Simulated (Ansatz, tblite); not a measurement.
Potential energy curve for Al2(mu-OH)2(OMe)4, C₄H₁₄Al₂O₆, singlet. The Al1–O22 bond (Al1 also carries Al, O, O, O; O22 carries C) is varied alone, starting from the PBE0/def2-SVP optimised geometry.

RKS-PBE0 = restricted PBE0/def2-SVP (Ansatz, a program for electronic structure); GFN2-xTB, 300 K electronic temperature (tblite); RKS-CAM-B3LYP = restricted CAM-B3LYP/def2-SVP (Ansatz); UKS-PBE0 = unrestricted PBE0/def2-SVP (Ansatz).

Energies relative to the lowest point of each curve near equilibrium, in kcal/mol:

```
R / Å  RKS-PBE0  GFN2-xTB  RKS-CAM-B3LYP
-----  --------  --------  -------------
1.41       47.2      35.4           46.3
1.59        4.7       1.7            4.4
1.70        0.0       0.3            0.0
1.75        0.8       1.8            1.0
1.84        5.3       6.6            5.8
1.90        9.9      10.6           10.5
2.07       26.1      24.1           27.3
2.48       68.0      57.9           70.7
2.82       95.1      81.1           99.4
3.55      129.7     111.3          137.8
4.13      143.6     121.5          154.8
4.97      153.9     126.7          168.9
```

Question: What does UKS-PBE0 give at the same points?

Answer: 1.41: 47.2; 1.59: 4.7; 1.70: 0.0; 1.75: 0.8; 1.84: 5.3; 1.90: 9.9; 2.07: 26.1; 2.48: 68.0; 2.82: 94.6; 3.55: 114.3; 4.13: 117.8; 4.97: 118.6 (kcal/mol).

The restricted form behind RKS-PBE0, RKS-CAM-B3LYP keeps the bonding electrons paired and can't separate into open-shell fragments. The unrestricted determinant behind UKS-PBE0 is spin-contaminated at 2.82 to 4.97 Å (<S²> up to 1.0, against 0.00 for a pure singlet).
